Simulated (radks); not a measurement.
Values are calculated unless marked as measured or tabulated.
Isoelectronic series with 3 electrons, all held in the configuration [He] 2s1, which need not be the ground one along the series. Code: a radial shooting solver on a logarithmic mesh with Libxc functionals. Model: scalar-relativistic Kohn-Sham, r2SCAN, spin-unpolarised, spherical densities, finite nucleus; meta-GGA in the generalised Kohn-Sham scheme; Fermi nuclear charge, rms radius of each element as measured or else 0.836 A^(1/3) + 0.57 fm. Total energies (hartree) and mean radii <r> (bohr):

Li: E (hartree) -7.46639; 2s 4.004; 1s 0.5772
Be+: E (hartree) -14.29898; 2s 2.323; 1s 0.4172
B2+: E (hartree) -23.38652; 2s 1.658; 1s 0.3265
C3+: E (hartree) -34.72876; 2s 1.293; 1s 0.2681
N4+: E (hartree) -48.32720; 2s 1.061; 1s 0.2274
O5+: E (hartree) -64.18399; 2s 0.9003; 1s 0.1974
F6+: E (hartree) -82.30176; 2s 0.7819; 1s 0.1744
Ne7+: E (hartree) -102.68352; 2s 0.6910; 1s 0.1562
Mg9+: E (hartree) -150.25312; 2s 0.5607; 1s 0.1291
